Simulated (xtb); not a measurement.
xtb input:

```bash
xtb mol.xyz --gfn 2 --ohess tight --chrg 1 --uhf 0
```
mol.xyz:
```
9

C     -2.81143626    -0.14235098     0.04285215
O     -1.50517212     0.26899916    -0.64042294
B     -0.16772017     0.03624339    -0.14578100
Br     0.03614067    -0.83334576     1.47492694
Br     1.11619123     0.78624885    -1.33827286
H     -3.64788247     0.24022627    -0.63449580
H     -2.80948895    -1.21563691     0.11221691
H     -2.88993206     0.40254160     1.03584152
H     -1.65746898     0.76328766    -1.44020085
```

Problem. Predict the final energy.

Solution. -17.24220 Eh (GFN2-xTB).

It need not be the lowest isomer of its formula.
